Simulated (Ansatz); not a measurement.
A nudged elastic band was laid between two geometries of C$_{2}$H$_{7}$AlOS (12 atoms, charge 0, multiplicity 1).

All numbers below come from RKS PBE0-D4/def2-SVP (Ansatz).

```
movable images  : 5
climbing image  : yes
spring          : 5.0 eV/Å²
optimiser       : quadratic models (default)
start path      : IDPP
force threshold : 0.05 eV/Å
iteration limit : 60
end points      : relaxed
```

Image 0:

```xyz
12
Properties=species:S:1:pos:R:3
Al -0.387 1.173 2.146
C -0.374 -0.166 0.697
O 0.738 0.032 -0.154
C 0.793 -0.806 -1.249
S -0.515 -0.540 -2.507
H 0.623 2.400 2.153
H -1.468 0.995 3.303
H -1.321 -0.088 0.118
H -0.379 -1.201 1.105
H 1.776 -0.668 -1.721
H 0.677 -1.871 -0.969
H -0.087 0.684 -2.889
```

Image 6:

```xyz
12
Properties=species:S:1:pos:R:3
Al -0.226 1.307 2.108
C -0.303 0.034 0.601
O 0.845 0.161 -0.209
C 0.888 -0.677 -1.306
S -0.340 -0.331 -2.623
H 0.990 2.311 2.293
H -1.442 1.290 3.136
H -1.223 0.235 0.008
H -0.422 -1.012 0.966
H 1.866 -0.535 -1.786
H 0.783 -1.740 -1.018
H -1.338 -1.099 -2.137
```

**Question.** Which bonds break or form, and what moves?

**Answer.** No bond is made or broken. The dihedral O3–C4–S5–H12 goes from 67 to -89°.

**Question.** Give the energies along the band, and the barrier.

**Answer.** The run converged. The highest image is number 3 of 0 to 6, 5.6 kcal/mol above the first end and 4.4 kcal/mol above the last; the last end lies 1.2 kcal/mol above the first. A vibrational analysis at the climbing image gives one clearly imaginary mode, 327i cm⁻¹: a first-order saddle point.

| image | path coordinate (Å) | energy (kcal/mol) | dihedral O3–C4–S5–H12 (°) |
| --- | --- | --- | --- |
| 0 | 0.00 | 0.0 | 67 |
| 1 | 0.54 | 0.5 | 54 |
| 2 | 1.08 | 3.2 | 23 |
| 3 | 1.62 | 5.6 | -14 |
| 4 | 2.20 | 3.5 | -50 |
| 5 | 2.78 | 1.5 | -79 |
| 6 | 3.35 | 1.2 | -89 |

**Question.** What is the geometry of the highest image?

**Answer.** 
```xyz
12
Properties=species:S:1:pos:R:3
Al -0.213 1.330 2.020
C -0.337 -0.029 0.590
O 0.764 0.056 -0.290
C 0.828 -0.928 -1.254
S -0.293 -0.659 -2.713
H 1.013 2.332 2.120
H -1.403 1.361 3.076
H -1.302 0.083 0.046
H -0.400 -1.044 1.043
H 1.852 -0.943 -1.654
H 0.590 -1.922 -0.829
H -1.021 0.309 -2.122
```

**Question.** What are the harmonic wavenumbers there?

**Answer.** 327i, 53, 96, 134, 165, 301, 422, 469, 490, 668, 676, 706, 786, 867, 977, 1021, 1207, 1229, 1238, 1296, 1342, 1450, 1478, 1931, 1952, 2737, 2955, 2993, 3029, 3145 cm⁻¹.

The run took 100 s on 2 threads of Arm Neoverse V1 (shared host), peak memory 0.26 GiB.
